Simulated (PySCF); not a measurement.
Calculation: PBE0-D4/def2-TZVP (PySCF). All species are isolated molecules in the gas phase. Delta-SCF ions had no search for a lower state. Excitations are Tamm–Dancoff values on a coarser integration grid. The basis has no diffuse functions, so Rydberg states are missing or too high.

Reference species (SMILES): `C=C=NC` (neutral, multiplicity 1).

| Item | Result |
|---|---|
| HOMO | -6.61 eV |
| brightest of the four lowest singlets (TDA) | 6.59 eV |
| S1 excitation (TDA) | 4.85 eV |
| vertical ionisation energy (Delta-SCF) | 8.83 eV |

After one change: the HOMO increases by 0.41 eV; the brightest of the four lowest singlets (TDA) decreases by 0.08 eV; the S1 excitation (TDA) goes up by 1.22 eV; the vertical ionisation energy (Delta-SCF) drops by 0.33 eV.

What was changed between the two runs? The new species is one of these.
A. `C=CN=C` (C–C–N–C torsion 180°)
B. `C#CCN`
C. `C1=CNC1`
D. `[H]/N=C\C=C` (C–C–C–N torsion 180°)

C, `C1=CNC1`
